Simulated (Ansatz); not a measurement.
`CCB(N)N`. Charge 0, multiplicity 1.

```xyz
14

C     0.702    1.646   -0.168
C     0.250    0.555    0.807
B    -0.309   -0.724    0.055
N    -1.675   -0.779   -0.316
N     0.570   -1.781   -0.282
H     1.086    2.527    0.353
H    -0.123    1.974   -0.806
H     1.493    1.283   -0.829
H    -0.516    0.965    1.475
H     1.091    0.278    1.453
H    -2.093   -1.530   -0.835
H    -2.318   -0.045   -0.084
H     1.540   -1.768   -0.025
H     0.303   -2.601   -0.797
```

Task: What are the harmonic wavenumbers in cm⁻¹ at PBE0-D4/def2-TZVP (Ansatz, finite differences of forces, unscaled)? (Estimate.)

Result: The calculation gave: 8, 196, 202, 326, 343, 374, 378, 442, 577, 638, 744, 746, 868, 932, 995, 996, 1048, 1253, 1256, 1364, 1402, 1422, 1468, 1495, 1497, 1634, 1640, 3033, 3038, 3068, 3106, 3112, 3638, 3640, 3738, 3739.
